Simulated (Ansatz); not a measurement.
Reaction (atomization): `N=C1OB1[SiH3]` → B• + C• + 4 H• + N• + O• + Si•

Program: Ansatz. Geometries: PBE0-D4/def2-TZVP. ΔE: electronic, gas phase. CCSD(T)/CBS adds triple-zeta CCSD(T) − MP2 to the extrapolated MP2 energy (def2 sets, frozen cores). This one scheme is used for every species, atoms too. DFT in def2-TZVPP. HSE06 is defined as in plane-wave codes. Open shells (•) are unrestricted, without spin–orbit coupling. Spin–orbit coupling would lower the free atoms: a little for B, C, O, Si. One conformer a species, not always the lowest.

Task: What is ΔE at CCSD(T)/CBS? (An estimate is asked.)

Result: Ansatz gave: +3360.6 kJ/mol.

Task: What do these levels give: BLYP-D4, r2SCAN0-D4, HSE06-D4, ωB97X-V, PBE, revPBE, r2SCAN0, HF/def2-SVP, HF/def2-TZVPP, CCSD(T)/def2-TZVPP, MP2/def2-QZVPP, MP2/CBS(def2)? (Estimate.)

Result: Computed: BLYP-D4 3418.5, r2SCAN0-D4 3311.7, HSE06-D4 3399.8, ωB97X-V 3402.5, PBE 3488.9, revPBE 3353.7, r2SCAN0 3307.0, HF/def2-SVP 2320.2, HF/def2-TZVPP 2303.6, CCSD(T)/def2-TZVPP 3259.0, MP2/def2-QZVPP 3409.4, MP2/CBS(def2) 3450.5 kJ/mol.

Largest T1 diagnostic among the species: 0.017.

In def2-TZVPP, CCSD(T) changes the Hartree–Fock value by +955.3 kJ/mol (the triples alone add +73.6 kJ/mol) and MP2 by +1045.2 kJ/mol; breaking electron pairs costs correlation energy, which Hartree–Fock lacks. From BLYP to BHLYP (50 % exact exchange), in def2-TZVPP and without D4, ΔE moves by −162.3 kJ/mol: exact exchange takes away binding that semilocal exchange gives to molecules.

For atomizations the MP2-based limit and the directly extrapolated one differ by several kJ/mol either way, and by 10 to 25 for some Ge, Se and Sn compounds, so smaller differences from it don't rank the levels.
